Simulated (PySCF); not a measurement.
Species: FGeH7Si2.
Numbering: `[F:1][SiH2:2][SiH2:3][GeH3:4]` (hydrogens: H5, H6 on Si2; H7, H8 on Si3; H9, H10, H11 on Ge4)

Computed by this run: PBE0-D3(BJ)/def2-SVP geometry optimisation, gas phase (PySCF 2.14.0); density fitting, grid level 1; the optimiser is geomeTRIC in internal coordinates, started from a GFN2-xTB structure with every atom displaced at random (about 0.01 Å).

Step 9: E = -75075.1098 eV
```
atom  x, y, z in Å  |  force x, y, z in eV/Å
F1      3.3633    0.0403   -0.4810    0.170   0.097  -0.065
Si2     1.9702   -0.3548    0.2550   -0.277  -0.019   0.166
Si3     0.2711    1.2201   -0.1591    0.074  -0.111  -0.075
Ge4    -1.7803    0.0386    0.1291   -0.040  -0.055   0.012
H5      2.2178   -0.4673    1.7238    0.037   0.002  -0.015
H6      1.5468   -1.6915   -0.2579    0.003   0.000  -0.038
H7      0.3895    1.7044   -1.5704   -0.040   0.027   0.023
H8      0.3406    2.3785    0.7831    0.035   0.009  -0.010
H9     -1.7766   -0.6682    1.4990    0.001   0.005   0.004
H10    -1.9050   -1.0419   -0.9622    0.014   0.006   0.002
H11    -3.0160    0.9523    0.0577    0.023   0.037  -0.004
```

Step 10: E = -75075.1154 eV
```
atom  x, y, z in Å  |  force x, y, z in eV/Å
F1      3.3658    0.0685   -0.4652    0.059   0.050  -0.020
Si2     1.9699   -0.3560    0.2588   -0.077  -0.020   0.060
Si3     0.2706    1.2050   -0.1658    0.021  -0.057  -0.027
Ge4    -1.7870    0.0358    0.1311   -0.028  -0.018   0.014
H5      2.2220   -0.4740    1.7258    0.000  -0.005  -0.004
H6      1.5676   -1.6930   -0.2724    0.010   0.008  -0.016
H7      0.3822    1.6967   -1.5740   -0.025   0.009   0.003
H8      0.3482    2.3636    0.7756    0.021   0.013  -0.005
H9     -1.7888   -0.6649    1.5042   -0.001   0.004  -0.004
H10    -1.9235   -1.0433   -0.9594    0.005   0.000   0.003
H11    -3.0058    0.9722    0.0583    0.015   0.016  -0.003
```

Step 11: E = -75075.1191 eV
```
atom  x, y, z in Å  |  force x, y, z in eV/Å
F1      3.3759    0.1172   -0.4368   -0.047  -0.013   0.024
Si2     1.9781   -0.3592    0.2610    0.095   0.013  -0.048
Si3     0.2690    1.1794   -0.1751   -0.025   0.003   0.030
Ge4    -1.8012    0.0342    0.1360    0.004   0.024   0.005
H5      2.2214   -0.4915    1.7277   -0.028  -0.011   0.006
H6      1.6157   -1.6949   -0.3010    0.016   0.002  -0.001
H7      0.3695    1.6792   -1.5807   -0.007  -0.013  -0.011
H8      0.3585    2.3408    0.7636    0.004   0.007  -0.008
H9     -1.8145   -0.6542    1.5143   -0.004  -0.002   0.001
H10    -1.9587   -1.0457   -0.9499   -0.005  -0.005   0.003
H11    -2.9924    1.0051    0.0579   -0.003  -0.004  -0.002
```

Task: Estimate the geometry and energy of step 12. (The exact step hangs on the optimiser's Hessian estimate; all steps are aligned on step 11, rigid shifts and turns removed.)

Result: E = -75075.1206 eV, largest force 0.125 eV/Å
```
atom  x, y, z in Å  |  force x, y, z in eV/Å
F1      3.3859    0.1470   -0.4166   -0.057  -0.027   0.031
Si2     1.9876   -0.3613    0.2589    0.105   0.023  -0.064
Si3     0.2676    1.1647   -0.1789   -0.027   0.015   0.041
Ge4    -1.8108    0.0360    0.1405    0.014   0.027   0.005
H5      2.2147   -0.5074    1.7268   -0.027  -0.011   0.005
H6      1.6538   -1.6953   -0.3240    0.013   0.002   0.000
H7      0.3618    1.6648   -1.5848   -0.003  -0.018  -0.014
H8      0.3628    2.3291    0.7559    0.000   0.005  -0.007
H9     -1.8333   -0.6435    1.5230   -0.004  -0.001   0.001
H10    -1.9812   -1.0475   -0.9397   -0.007  -0.005   0.004
H11    -2.9877    1.0238    0.0558   -0.007  -0.010  -0.001
```

The energy changes by -0.0015 eV. The first-order estimate −F·Δx gives -0.0019 eV and the mean of the old and new forces, exact on a quadratic surface, -0.0016 eV. The step makes an angle of 80° with the force vector and moves no atom by more than 0.044 Å.

What follows is the cost of the whole optimisation. The run took 2.0 min wall on an Arm Neoverse V1 with one thread, no GPU, on a shared host, and the process peaked at 0.49 GiB of memory.
